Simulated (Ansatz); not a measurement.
Task: Name a neutral molecule of C, F, N, O, Si and H with ideal-gas entropy at 298 K and 1 bar (rigid rotor, harmonic PBE0-D4/def2-TZVP) between 333 and 349 J/(mol·K) and HOMO energy (ωB97M-V/def2-TZVPP) between -10.25 and -9.95 eV (Ansatz, PBE0-D4/def2-TZVP geometry).

Result: `OCN[SiH2]F` (341 J/(mol·K), -10.22 eV). Other molecules can fit too; these were computed, each in one conformer that needn't be the lowest.
